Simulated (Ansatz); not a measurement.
A search over several starts for the lowest SCF solution of the cluster Cu₅⁺ at the given spin, in a small basis.

```yaml
crystal:
  periodic: [false, false, false]
  atoms:
    - {symbol: Cu, position_ang: [1.744837, 1.115961, -1.142161]}
    - {symbol: Cu, position_ang: [-1.084114, -2.100685, 0.070949]}
    - {symbol: Cu, position_ang: [1.693223, 1.201645, 1.131380]}
    - {symbol: Cu, position_ang: [0.000103, -0.000154, -0.000533]}
    - {symbol: Cu, position_ang: [-2.354050, -0.216756, -0.059645]}
basis:
  gaussian: {orbitals: def2-SVP}
total_charge: 1
magnetization: {spin_polarized: true, initial_magnetization: 0}
hamiltonian: {xc: pbe0, dispersion: d4}
output: {orbitals: {seedname: orbitals}}
```

```sh
$ ansatz run in.yaml --threads 4 --pin off --events-out ev --progress --plain --max-ram 8704MiB
```

Output, abridged:

```
Functional definition: PBE0
1730 factors; integrals over basis functions are off by at most 1.3e-3 eV
mean field evaluation 1: about -223105.4511 eV, gradient 9.9e1 eV
mean field evaluation 2: about -222173.2243 eV, gradient 4.7e2 eV
mean field evaluation 4: about -223132.8827 eV, gradient 2.4e1 eV
mean field evaluation 8: about -223134.3011 eV, gradient 6.1e-1 eV
mean field evaluation 16: about -223134.4499 eV, gradient 6.1e-4 eV
mean field -223134.44985419 eV, -8200.0397861790 hartree, gradient 8.7e-5 eV, S^2 0.000000; 0 other end points of the search recorded, 0 dependent functions left out
reference -223134.44991775 eV, -8200.0397885148 hartree; 72, 72 occupied and 83, 83 virtual orbitals, 1730 factors
Total energy: -223134.65359356 eV, -8200.0472734630 hartree
```

Hardware: 4 threads of Arm Neoverse V2 on a shared host. Wall time 7.5 s, peak host memory 1.1 GiB.

The structure comes from a short search, and lower isomers may exist.
